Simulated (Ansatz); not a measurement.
Reaction (substitution at a C–S bond): `O[SiH2]SC[SiH3]` + `O[SiH2]F` → `F[SiH2]OC[SiH3]` + `O[SiH2]S`

Calculated with Ansatz (gas phase, PBE0-D4/def2-TZVP geometries, no zero-point term in ΔE). CCSD(T)/CBS is the MP2 limit (def2-TZVPP, def2-QZVPP) plus CCSD(T) − MP2 in def2-TZVPP, frozen cores. One conformer a species, not always the lowest.

`O[SiH2]SC[SiH3]`:

Z-matrix (Å, degrees):
```
Si
S 1 2.138
O 1 1.642 2 108.9
H 1 1.490 2 105.6 3 122.3
H 1 1.479 2 114.2 3 -116.2
C 2 1.827 1 101.0 3 -142.3
H 3 0.959 1 116.7 2 47.4
Si 6 1.878 2 110.5 1 -74.5
H 6 1.092 2 105.7 1 165.5
H 6 1.092 2 110.1 1 49.7
H 8 1.487 6 108.6 2 59.6
H 8 1.490 6 110.9 2 179.3
H 8 1.484 6 109.5 2 -59.6
```

`O[SiH2]F`:

Cartesian coordinates in Å:
```
O 0.965 0.713 0.425
Si -0.306 -0.241 0.062
F 0.138 -1.444 -0.889
H 1.330 1.282 -0.255
H -0.775 -0.811 1.338
H -1.352 0.501 -0.680
```

`F[SiH2]OC[SiH3]`:

```xyz
12

F    -2.662   -1.510   -0.424
Si   -1.981   -0.151   -0.913
O    -0.746    0.262    0.061
C     0.484   -0.453    0.138
Si    1.791    0.654    0.939
H    -2.979    0.930   -0.817
H    -1.492   -0.410   -2.289
H     0.352   -1.368    0.728
H     0.820   -0.764   -0.861
H     1.994    1.870    0.110
H     1.353    1.048    2.302
H     3.066   -0.107    1.025
```

`O[SiH2]S`:

Z-matrix (Å, degrees):
```
Si
S 1 2.133
O 1 1.642 2 113.5
H 1 1.478 2 111.7 3 117.8
H 1 1.484 2 102.9 3 -122.0
H 2 1.344 1 94.6 3 -65.2
H 3 0.959 1 117.2 2 -51.2
```

```
          species  CCSD(T)/CBS(def2) energy (Eh)
`O[SiH2]SC[SiH3]`                    -1094.03933
       `O[SiH2]F`                     -465.96250
`F[SiH2]OC[SiH3]`                     -795.47474
       `O[SiH2]S`                     -764.50758
```

(1) Work out ΔE.

Largest T1 diagnostic among the species: 0.012.

Results:

(1) ΔE = (-795.47474) + (-764.50758) − (-1094.03933) − (-465.96250) = 0.01951 Eh = +12.2 kcal/mol.

The D4 term adds +1.9 kcal/mol with B3LYP and +1.0 kcal/mol with PBE0; it sums over pairs of atoms, weighted by their polarisabilities, and B3LYP, whose exchange is more repulsive, gets the larger term. In def2-TZVPP, CCSD(T) changes the Hartree–Fock value by +4.2 kcal/mol (the triples alone add +0.8 kcal/mol) and MP2 by +6.5 kcal/mol.

B3LYP here is the variant with VWN-RPA as its local correlation; programs differ in this.
